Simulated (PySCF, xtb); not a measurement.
SSn, SMILES [Sn]=[S] (connectivity only; charge and spin as stated), neutral, multiplicity 1.

GFN2-xTB (xtb) at its own geometry gives an orbital gap of 2.84 eV and a dipole moment of 7.70 D.

Geometry optimised at PBE-D3(BJ)/def2-TZVP. The def2 effective core potentials stand for the cores of Sn; spin–orbit coupling is left out.

Question: What does HF/def2-TZVPD (PySCF) give? (An estimate is asked for; the answer gives what the named calculation found.)

Answer: gap 9.41 eV (levels -9.47 and -0.06 eV), dipole 4.34 D.
